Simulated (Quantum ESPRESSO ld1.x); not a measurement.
Results of a calculation; reference values are marked as such.
In XXXI, configuration [Ar] 3d1 (the NIST ground configuration). Level of theory: scalar-relativistic Kohn-Sham, LDA (Slater exchange, Perdew-Zunger correlation), spin-polarised, spherical densities, point nucleus; open shells are filled with parallel spins first (ld1.x of Quantum ESPRESSO 7.5).

Normalised radial functions P(r) = r R(r), r in bohr:

r,3p up
0.001271,0.0037
0.001422,0.0045
0.00159,0.0055
0.001779,0.0067
0.001974,0.0081
0.002208,0.0099
0.002469,0.0120
0.00274,0.0145
0.003065,0.0176
0.003428,0.0215
0.003834,0.0262
0.004254,0.0315
0.004759,0.0383
0.005322,0.0467
0.005906,0.0559
0.006606,0.0679
0.007389,0.0823
0.008264,0.0996
0.00917,0.1187
0.01026,0.1430
0.01147,0.1718
0.01273,0.2032
0.01424,0.2426
0.01593,0.2884
0.01781,0.3413
0.01977,0.3971
0.02211,0.4646
0.02473,0.5398
0.02744,0.6160
0.03069,0.7040
0.03433,0.7961
0.0384,0.8896
0.0426,0.9739
0.04765,1.0569
0.0533,1.1253
0.05914,1.1685
0.06615,1.1845
0.07399,1.1594
0.08276,1.0833
0.09183,0.9598
0.1027,0.7644
0.1149,0.5030
0.1275,0.2050
0.1426,-0.1646
0.1595,-0.5656
0.1784,-0.9713
0.1979,-1.3237
0.2214,-1.6443
0.2476,-1.8726
0.2748,-1.9807
0.3073,-1.9747
0.3438,-1.8471
0.3845,-1.6198
0.4266,-1.3500
0.4772,-1.0356
0.5338,-0.7355
0.5923,-0.4964
0.6624,-0.2975
0.741,-0.1611
0.8288,-0.0780
0.9196,-0.0356
1.029,-0.0134

3p up: eigenvalue -1869.5 eV, 1 radial node at r = 0.136 bohr, <r> = 0.312 bohr, 90 % of the charge inside 0.462 bohr.
